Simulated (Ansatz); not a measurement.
Ansatz (a first-principles code) input (PBE/LANL2DZ): The .json file is the Basis Set Exchange's LANL2DZ.

Ansatz 0.2 input:
```yaml
crystal:
  periodic: [false, false, false]
  atoms:
    - {symbol: Ti, position_ang: [-0.00000000, -0.00000000, -0.37574729]}
    - {symbol: N, position_ang: [0.00000000, 0.00000000, 1.18092005]}
basis:
  gaussian:
    orbitals: LANL2DZ.json
hamiltonian:
  xc: {name: PBE}
magnetization: {spin_polarized: true, initial_magnetization: 1}
output: {forces: true}
```

Output:

```
Functional definition: PBE
integrals: 0.01 GiB planned
449 factors; integrals over basis functions are off by at most 9.2e-5 eV
mean field: 0.09 GiB planned
mean field evaluation 1: about -3053.4344 eV, gradient 5.2e1 eV
mean field evaluation 2: about -2914.3538 eV, gradient 1.2e2 eV
mean field evaluation 4: about -3060.8185 eV, gradient 3.0e1 eV
mean field evaluation 8: about -3065.2388 eV, gradient 9.0e0 eV
mean field evaluation 16: about -3065.8890 eV, gradient 3.7e0 eV
mean field evaluation 32: about -3063.6234 eV, gradient 1.3e0 eV
mean field evaluation 64: about -3060.9144 eV, gradient 2.2e1 eV
mean field evaluation 96: about -3065.8987 eV, gradient 8.8e-1 eV
a density is far from that of the atoms, so the factors are made again for it
492 factors; integrals over basis functions are off by at most 5.5e-5 eV
mean field: 0.09 GiB planned
mean field -3065.99171049 eV, -112.6731171567 hartree, gradient 9.1e-6 eV, S^2 0.756647; 0 other end points of the search recorded, 0 dependent functions left out
the calculation of the forces begins
reference -3065.99175432 eV, -112.6731187672 hartree; 10, 9 occupied and 21, 22 virtual orbitals, 492 factors
Total energy: -3065.99175432 eV, -112.6731187672 hartree
Atom 0 at    -0.000000    -0.000000    -0.375747 Å, force     0.000000     0.000000    -2.730297 eV/Å
Atom 1 at     0.000000     0.000000     1.180920 Å, force    -0.000000    -0.000000     2.730297 eV/Å
Dipole moment:     0.000000    -0.000000    -0.805266 e Å
```

The geometry given is a B3LYP-D3(BJ)/def2-TZVP minimum.
